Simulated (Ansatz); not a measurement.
```yaml
crystal:
  periodic: [false, false, false]
  atoms:
    - {symbol: Sn, position_ang: [-1.443265, 0.159888, 0.725307]}
    - {symbol: H, position_ang: [-2.609224, -1.090048, 0.863429]}
    - {symbol: H, position_ang: [-1.977409, 1.572723, 1.537432]}
    - {symbol: Sn, position_ang: [0.161859, 0.360265, -1.574630]}
    - {symbol: H, position_ang: [0.529757, 1.919290, -2.186892]}
    - {symbol: H, position_ang: [-0.102495, -0.743989, -2.859770]}
    - {symbol: Sn, position_ang: [1.282395, -0.520149, 0.849475]}
    - {symbol: H, position_ang: [2.395557, 0.502642, 1.659120]}
    - {symbol: H, position_ang: [1.762816, -2.160623, 0.986520]}
basis:
  gaussian: {orbitals: def2-SVP}
hamiltonian: {xc: {name: PBE0-DH}}
scf: {omitted_lower_state_checks: [starts]}
output: {forces: true}
```

```sh
$ ansatz run in.yaml --threads 4 --pin off --events-out ev --progress --plain --max-ram 3916MiB
```

Output, abridged:

```
Functional definition: PBE0-DH
1332 factors; integrals over basis functions are off by at most 4.2e-4 eV
mean field evaluation 1: about -17581.4543 eV, gradient 7.8e0 eV
mean field evaluation 2: about -17581.5741 eV, gradient 7.7e0 eV
mean field evaluation 4: about -17581.8235 eV, gradient 1.2e0 eV
mean field evaluation 8: about -17581.8281 eV, gradient 7.1e-3 eV
mean field evaluation 16: about -17581.8281 eV, gradient 2.7e-6 eV
mean field -17581.82807928 eV, -646.1202645224 hartree, gradient 1.1e-6 eV, S^2 0.000000; 0 other end points of the search recorded, 0 dependent functions left out
12 core orbitals not correlated: weight in the atoms' cores, before any rotation towards them, 1.000 or more for the frozen orbitals, at most 0.000 for the correlated occupied ones
reference -17581.82810479 eV, -646.1202654598 hartree; 24, 24 occupied and 72, 72 virtual orbitals, 1332 factors
second order -12.00590633 eV of doubles, -0.00000000 eV of singles
Total energy: -17583.32884308 eV, -646.1754165748 hartree
Atom 0 at    -1.443265     0.159888     0.725307 Å, force    -0.030332    -0.001131     0.029556 eV/Å
Atom 1 at    -2.609224    -1.090048     0.863429 Å, force     0.096456     0.097048    -0.016118 eV/Å
Atom 2 at    -1.977409     1.572723     1.537432 Å, force     0.048421    -0.110321    -0.068216 eV/Å
Atom 3 at     0.161859     0.360265    -1.574630 Å, force    -0.011821     0.010872    -0.038674 eV/Å
Atom 4 at     0.529757     1.919290    -2.186892 Å, force    -0.025496    -0.123788     0.055039 eV/Å
Atom 5 at    -0.102495    -0.743989    -2.859770 Å, force     0.022244     0.083971     0.106816 eV/Å
Atom 6 at     1.282395    -0.520149     0.849475 Å, force     0.038066    -0.008780     0.009212 eV/Å
Atom 7 at     2.395557     0.502642     1.659120 Å, force    -0.093167    -0.077618    -0.064421 eV/Å
Atom 8 at     1.762816    -2.160623     0.986520 Å, force    -0.044371     0.129748    -0.013194 eV/Å
Dipole moment:     0.000621    -0.000060     0.000033 e Å
Checks for a lower state left out: starts
```

Hardware: 4 threads of Arm Neoverse N1 on a shared host. Wall time 9 s.

In the def2 sets Sn takes a core potential; there is no spin–orbit coupling. Correlated methods freeze 12 core orbitals; core or outer-core shells of Sn are correlated, in sets that lack core-valence functions.
